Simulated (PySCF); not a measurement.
Löwdin shares of the frontier orbitals

Compound: C6H13FGe.
Z-matrix (Å and degrees, PBE0-D3(BJ)/def2-SVP geometry), rows numbered from 1:
```
C 
C   1  1.5246
C   2  1.5356  1  110.73
C   3  1.5303  2  116.01  1   168.60
C   4  1.5317  3  114.65  2    68.65
Ge  5  1.9420  4  108.83  3   -54.67
F   6  1.7585  5  106.18  4   -70.44
C   2  1.5360  1  110.56  3  -125.71
H   1  1.1009  2  111.25  3  -179.06
H   1  1.1029  2  110.73  3    61.36
H   1  1.1015  2  111.51  3   -58.55
H   2  1.1063  1  107.84  3   116.98
H   3  1.1026  2  108.01  1    46.96
H   3  1.1072  2  108.84  1   -67.34
H   4  1.1044  3  108.77  2   -53.85
H   4  1.1032  3  108.78  2  -168.61
H   5  1.1007  4  111.58  3  -177.21
H   5  1.1043  4  110.58  3    63.78
H   6  1.5395  5  117.08  4   172.37
H   8  1.1055  2  109.93  1    58.92
H   8  1.1017  2  111.07  1   -59.01
```

Computed with PySCF, TDDFT CAM-B3LYP/def2-SVPD, vertical, gas phase, core orbitals frozen in the response. The CAM-B3LYP/def2-SVPD calculation is non-relativistic and has no spin–orbit coupling, an omission that weighs most on germanium.

Kohn–Sham orbitals with the atoms that hold most of them (Löwdin shares over 4%, at most four atoms; ? is withheld):

| orbital | ε (eV) | atoms |
| --- | --- | --- |
| LUMO+2 | 1.62 | Ge6 14%, C1 12%, C5 9%, H17 7% |
| LUMO+1 | 1.39 | Ge6 30%, H19 14%, F7 13%, H20 6% |
| LUMO | 1.20 | ? |
| HOMO | ? | ? |
| HOMO-1 | -9.85 | Ge6 19%, H19 16%, C8 14%, C5 9% |
| HOMO-2 | -10.53 | C2 23%, C3 17%, H12 13%, H14 9% |
| HOMO-3 | -10.96 | C3 19%, C4 17%, C1 12%, C5 11% |

Question: Give the leading atoms of the HOMO.

Answer: C5 (bonded to C, Ge and 2 H) 20%; C8 (bonded to C, Ge and 2 H) 19%; Ge6 (bonded to 2 C, F and H) 17%; C4 (bonded to 2 C and 2 H) 7%. By element: carbon 46% or more, germanium 17%.

Question: Which atoms hold the LUMO, and with what shares?

Answer: Ge6 (bonded to 2 C, F and H) 21%; C1 (bonded to C and 3 H) 7%; C3 (bonded to 2 C and 2 H) 6%; C5 (bonded to C, Ge and 2 H) 6%. By element: germanium 21%, carbon 20% or more.

Question: What is the HOMO energy, and the HOMO–LUMO gap?

Answer: ε(HOMO) = -9.13 eV; the gap is 10.33 eV (0.3797 hartree).

Question: The HOMO–LUMO gap is 10.33 eV. Where does the response calculation put the lowest singlet, and from which orbitals?

Answer: S1 is at 7.23 eV (f = 0.0005), 3.10 eV below the gap, made of HOMO→LUMO+1 (86%). Its leading pair isn't HOMO and LUMO; the energies of that pair differ by 10.52 eV. Without the coupling terms of the response equations the lowest excitation would equal the gap.

Question: One configuration dominates each of S1, S2 and S3. Which, and how do the shares of the two leading atoms of either orbital change from the occupied to the empty one?

Answer: 
- S1 (7.23 eV, f 0.0005), HOMO→LUMO+1 (86%): C5 20% → at most 7%, C8 19% → at most 7%, Ge6 17% → 30%, H19 at most 8% → 14%
- S2 (7.60 eV, f 0.022), HOMO→LUMO (86%): C5 20% → 6%, C8 19% → at most 7%, Ge6 17% → 21%, C1 at most 8% → 7%
- S3 (7.89 eV, f 0.0034), HOMO-1→LUMO+1 (72%): Ge6 19% → 30%, H19 16% → 14%

Time: 13 min of wall time; peak memory 1.5 GiB. Hardware: one thread of an Intel Xeon at 2.50 GHz, no GPU, on a shared host.

One conformer stands for the species.
